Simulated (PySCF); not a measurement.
## Ge²⁺ (germanium, charge +2) across methods

[Ar] 3d10 4s2, closed-shell 1S. Computed with PySCF 2.14 in dyall-av2z (16s12p8d, 92 functions), with no relativity, point nucleus. The B2PLYP total includes its PT2 part (frozen core); its orbital energies are those of the SCF part.

```tsv
method	E (hartree)	mean ε 3p (eV)	mean ε 3d (eV)	mean ε 4s (eV)	Σ⟨r²⟩ (bohr²)	⟨S²⟩
PBE0	-2075.810	-141.05	-53.817	-29.797	19.89	0.000
PBEsol	-2074.268	-134.07	-49.971	-28.811	19.86	0.000
BP86	-2076.339	-134.34	-50.080	-28.994	19.83	0.000
PBE	-2075.766	-134.23	-49.943	-28.781	19.89	0.000
UHF	-2074.50645	-160.31	-64.368	-31.953	20.12	0.000
B2PLYP	-2075.670	-148.18	-57.760	-30.749	19.98	0.000
LC-wPBE	-2075.785	-140.32	-55.543	-32.754	19.86	0.000
LDA	-2072.924	-134.13	-50.305	-29.159	19.83	0.000
```

Problem. Estimate the same row for r2SCAN.

Solution. E (hartree) = -2076.045; mean ε 3p (eV) = -137.56; mean ε 3d (eV) = -50.736; mean ε 4s (eV) = -29.053; Σ⟨r²⟩ (bohr²) = 19.85; ⟨S²⟩ = 0.000.
